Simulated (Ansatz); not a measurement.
The inner images of a band of C2H7BFN (12 atoms, charge 0, multiplicity 1) are given out of order.

The calculation used RKS B3LYP-D4/6-31G* (Ansatz 0.2.0).

Initial state:

```xyz
12
Properties=species:S:1:pos:R:3
B -0.414 1.753 0.711
C -0.635 0.306 0.158
C 0.628 -0.445 -0.232
N 0.326 -1.681 -0.904
F 1.346 0.357 -1.131
H -1.344 2.503 0.797
H 0.654 2.112 1.112
H -1.168 -0.239 0.960
H -1.329 0.303 -0.695
H 1.296 -0.554 0.639
H 1.140 -2.289 -0.951
H -0.420 -2.182 -0.430
```

Final state:

```xyz
12
Properties=species:S:1:pos:R:3
B -0.405 1.776 0.657
C -0.659 0.307 0.183
C 0.590 -0.518 -0.073
N 0.298 -1.846 -0.494
F 1.349 0.195 -1.047
H -1.269 2.599 0.562
H 0.624 2.082 1.187
H -1.248 -0.170 0.987
H -1.314 0.274 -0.700
H 1.228 -0.563 0.816
H -0.273 -1.836 -1.337
H 1.154 -2.355 -0.706
```

Problem. Put them in order from the first end to the last, with their energies above the first end.
A.
```xyz
12
Properties=species:S:1:pos:R:3
B -0.395 1.776 0.714
C -0.685 0.342 0.160
C 0.549 -0.470 -0.200
N 0.219 -1.738 -0.832
F 1.271 0.256 -1.150
H -1.247 2.616 0.695
H 0.657 2.042 1.219
H -1.249 -0.178 0.957
H -1.363 0.347 -0.703
H 1.214 -0.566 0.676
H 1.025 -2.030 -1.383
H 0.081 -2.454 -0.120
```
B.
```xyz
12
Properties=species:S:1:pos:R:3
B -0.403 1.760 0.716
C -0.667 0.324 0.152
C 0.585 -0.452 -0.225
N 0.272 -1.701 -0.884
F 1.302 0.310 -1.152
H -1.279 2.575 0.728
H 0.652 2.046 1.203
H -1.212 -0.208 0.955
H -1.354 0.327 -0.705
H 1.252 -0.549 0.649
H 1.137 -2.161 -1.164
H -0.207 -2.326 -0.239
```
C.
```xyz
12
Properties=species:S:1:pos:R:3
B -0.399 1.797 0.687
C -0.687 0.360 0.145
C 0.534 -0.503 -0.135
N 0.203 -1.820 -0.639
F 1.317 0.183 -1.086
H -1.256 2.632 0.679
H 0.655 2.065 1.190
H -1.270 -0.136 0.945
H -1.362 0.348 -0.721
H 1.146 -0.589 0.771
H 0.446 -1.857 -1.627
H 0.750 -2.537 -0.175
```
D.
```xyz
12
Properties=species:S:1:pos:R:3
B -0.394 1.791 0.705
C -0.690 0.360 0.150
C 0.532 -0.489 -0.163
N 0.192 -1.780 -0.753
F 1.294 0.209 -1.108
H -1.236 2.640 0.673
H 0.653 2.046 1.229
H -1.281 -0.148 0.934
H -1.352 0.364 -0.727
H 1.164 -0.590 0.734
H 0.813 -1.927 -1.546
H 0.383 -2.531 -0.093
```
E.
```xyz
12
Properties=species:S:1:pos:R:3
B -0.400 1.790 0.669
C -0.678 0.340 0.156
C 0.552 -0.514 -0.106
N 0.246 -1.841 -0.545
F 1.337 0.179 -1.065
H -1.272 2.611 0.668
H 0.658 2.083 1.147
H -1.261 -0.142 0.964
H -1.355 0.321 -0.710
H 1.165 -0.580 0.799
H 0.051 -1.836 -1.545
H 1.032 -2.467 -0.398
```

Solution. B (+0.013 eV), A (+0.057 eV), D (+0.091 eV), C (+0.016 eV), E (-0.142 eV).

Time of the run: 8.7 min on 1 CPU thread of a shared host.
